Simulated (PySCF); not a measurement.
# How methods differ on the excitation energy of Mg⁺

Mg⁺ [Ne] 3s1 (2S) → Mg⁺ [Ne] 3p1 (2P), as a difference of total energies. Computed with PySCF 2.14 in def2-TZVPPD (5s5p3d, 35 functions), with the non-relativistic Hamiltonian (point nucleus). Correlated levels: valence and next inner shell: 1s2 frozen. The calculations carry no spin-orbit coupling.

```tsv
method	excitation energy (eV)	error (eV)
UHF	4.298	-0.132
MP2 (valence and next inner shell)	4.390	-0.040
SCS-MP2 (valence and next inner shell)	4.368	-0.062
CCSD (valence and next inner shell)	4.387	-0.043
CCSD(T) (valence and next inner shell)	4.389	-0.041
```

Reference: 4.43 eV (measured; NIST levels, between the centres of gravity of the two terms).

Errors of the correlated levels include the incompleteness of this basis and the frozen core.
